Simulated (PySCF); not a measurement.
# Mo (molybdenum, neutral) across methods

[Kr] 4d5 5s1, high-spin 7S determinant. All numbers are calculated (PySCF 2.14, scalar relativity by spin-free X2C-1e, in x2c-TZVPPall with one added diffuse shell each of s, p, d, f type (9s7p7d3f1g, 95 functions)).

```json
{"method": "LC-wPBE", "E (hartree)": "-4047.94", "mean ε 4p β (eV)": "-40.854", "mean ε 4d α (eV)": "-8.441", "mean ε 5s α (eV)": "-6.923", "Σ⟨r²⟩ (bohr²)": "54.61", "⟨S²⟩": "12.002"}
{"method": "UHF", "E (hartree)": "-4046.19319", "mean ε 4p β (eV)": "-43.669", "mean ε 4d α (eV)": "-9.368", "mean ε 5s α (eV)": "-6.491", "Σ⟨r²⟩ (bohr²)": "55.45", "⟨S²⟩": "12.004"}
{"method": "CAM-B3LYP", "E (hartree)": "-4048.56", "mean ε 4p β (eV)": "-39.770", "mean ε 4d α (eV)": "-6.987", "mean ε 5s α (eV)": "-6.002", "Σ⟨r²⟩ (bohr²)": "55.17", "⟨S²⟩": "12.001"}
{"method": "M06-L", "E (hartree)": "-4048.21", "mean ε 4p β (eV)": "-36.343", "mean ε 4d α (eV)": "-4.479", "mean ε 5s α (eV)": "-4.289", "Σ⟨r²⟩ (bohr²)": "54.38", "⟨S²⟩": "12.001"}
{"method": "PBEsol", "E (hartree)": "-4045.73", "mean ε 4p β (eV)": "-36.138", "mean ε 4d α (eV)": "-4.590", "mean ε 5s α (eV)": "-4.666", "Σ⟨r²⟩ (bohr²)": "55.21", "⟨S²⟩": "12.001"}
{"method": "PBE0", "E (hartree)": "-4048.04", "mean ε 4p β (eV)": "-38.245", "mean ε 4d α (eV)": "-5.874", "mean ε 5s α (eV)": "-5.161", "Σ⟨r²⟩ (bohr²)": "54.97", "⟨S²⟩": "12.001"}
{"method": "LDA", "E (hartree)": "-4043.61", "mean ε 4p β (eV)": "-36.431", "mean ε 4d α (eV)": "-4.684", "mean ε 5s α (eV)": "-4.830", "Σ⟨r²⟩ (bohr²)": "55.32", "⟨S²⟩": "12.000"}
{"method": "r2SCAN", "E (hartree)": "-4048.37", "mean ε 4p β (eV)": "-36.639", "mean ε 4d α (eV)": "-4.835", "mean ε 5s α (eV)": "-4.878", "Σ⟨r²⟩ (bohr²)": "54.59", "⟨S²⟩": "12.002"}
```

Task: Estimate the same row for PBE.

Result: E (hartree) = -4047.97; mean ε 4p β (eV) = -36.092; mean ε 4d α (eV) = -4.586; mean ε 5s α (eV) = -4.612; Σ⟨r²⟩ (bohr²) = 55.45; ⟨S²⟩ = 12.001.
